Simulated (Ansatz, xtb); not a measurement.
Two isomers of C2H11BSi2

We compare a, `BC[SiH2]C[SiH3]`, a singlet, with b, `BC[Si@@H](C)[SiH3]`, a singlet. Both are isolated molecules in the gas phase, relaxed with B3LYP/def2-SVP, each in the lowest conformer that the search found.

Quicker runs give these differences E(b) − E(a): GFN2-xTB +6.71 kcal/mol; HF/STO-3G −3.39 kcal/mol (at GFN2-xTB geometries); r2SCAN-D4/def2-SVP +0.41 kcal/mol (at GFN2-xTB geometries).

Task: Estimate which is lower in electronic energy at CCSD(T)/def2-SVP + ΔMP2/def2-TZVPP, and by roughly how much.

Result: Not settled: CCSD(T)/def2-SVP + ΔMP2/def2-TZVPP gives E(b) − E(a) = +1.25 kcal/mol, but this leans on the basis-set step: CCSD(T) alone gives +0.72 kcal/mol.

Level by level:

| level | geometry | E(b) − E(a) (kcal/mol) | departure from the last row (kcal/mol) | job, with rough time for the two |
| --- | --- | --- | --- | --- |
| GFN2-xTB | GFN2-xTB | +6.71 | +5.46 | optimisation, 0.24 s |
| HF/STO-3G | GFN2-xTB | −3.39 | −4.64 | single point, 0.46 s |
| r2SCAN-D4/def2-SVP | GFN2-xTB | +0.41 | −0.84 | single point, 4 s |
| B3LYP/def2-SVP | B3LYP/def2-SVP | −0.13 | −1.38 | optimisation, 66 s |
| HF/def2-SVP | B3LYP/def2-SVP | +2.44 | +1.19 | part of the CCSD(T) run |
| MP2/def2-SVP | B3LYP/def2-SVP | +1.84 | +0.59 | part of the CCSD(T) run |
| CCSD(T)/def2-SVP | B3LYP/def2-SVP | +0.72 | −0.53 | single point |
| CCSD(T)/def2-SVP + ΔMP2/def2-TZVPP | B3LYP/def2-SVP | +1.25 |  | single point, 32 s |

As drawn, b has 1 Si–Si, 1 C–H in place of 1 C–Si, 1 Si–H.

HF/STO-3G puts the two in the other order. r2SCAN-D4/def2-SVP, B3LYP/def2-SVP find them nearly level. The largest departure from CCSD(T)/def2-SVP + ΔMP2/def2-TZVPP is that of GFN2-xTB, 5.46 kcal/mol. The last row adds to CCSD(T) the change of the MP2 difference between the two basis sets, here +0.53 kcal/mol.

With thermal terms from frequencies at re-optimised GFN2-xTB minima (ideal gas, soft modes damped towards free rotors, one conformer each, 298.15 K, 1 atm): on the last row, ΔE + ΔZPE = +2.30, ΔH = +2.78, ΔG = +1.70 kcal/mol.

The correlated steps freeze 13 core orbitals. Mirror images aren't counted in ΔG. Codes used: Ansatz 0.2.0, xtb 6.7.1; the last row on 2 threads of Intel(R) Xeon(R) 6975P-C (Granite Rapids) on a shared host.
